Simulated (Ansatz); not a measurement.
Mulliken charges of H3NOS2W, SMILES `[NH2][W]([OH])(=[S])=[S]` from r2SCAN/def2-TZVPP in Ansatz (PBE0-D4/def2-TZVP geometry).

```json
{"atom": "N1", "x (Å)": "-0.891", "y (Å)": "0.897", "z (Å)": "0.704", "charge (e)": "-0.454"}
{"atom": "W2", "x (Å)": "0.111", "y (Å)": "-0.220", "z (Å)": "-0.498", "charge (e)": "0.756"}
{"atom": "O3", "x (Å)": "1.007", "y (Å)": "-1.567", "z (Å)": "0.461", "charge (e)": "-0.404"}
{"atom": "S4", "x (Å)": "-1.269", "y (Å)": "-1.136", "z (Å)": "-1.834", "charge (e)": "-0.256"}
{"atom": "S5", "x (Å)": "1.511", "y (Å)": "1.016", "z (Å)": "-1.515", "charge (e)": "-0.253"}
{"atom": "H6", "x (Å)": "-0.543", "y (Å)": "1.765", "z (Å)": "1.083", "charge (e)": "0.191"}
{"atom": "H7", "x (Å)": "-1.865", "y (Å)": "0.751", "z (Å)": "0.919", "charge (e)": "0.194"}
{"atom": "H8", "x (Å)": "1.940", "y (Å)": "-1.506", "z (Å)": "0.680", "charge (e)": "0.226"}
```

**Question.** By hand: the dipole of these point charges (1 e Å = 4.8032 D).

**Answer.** Σ q r = (-0.003, 0.236, 0.509) e Å, of length 0.561 e Å = 2.69 D.

**Question.** How does the dipole of the full density compare? (Best estimate.)

**Answer.** The calculation gave: (0.044, 0.250, 0.737) e Å, 3.74 D; the point charges give 0.72 times that, at 7° from its direction.

Point charges leave out the atoms' own dipoles, such as those of lone pairs, and Mulliken's split depends on the basis, so the two needn't agree.
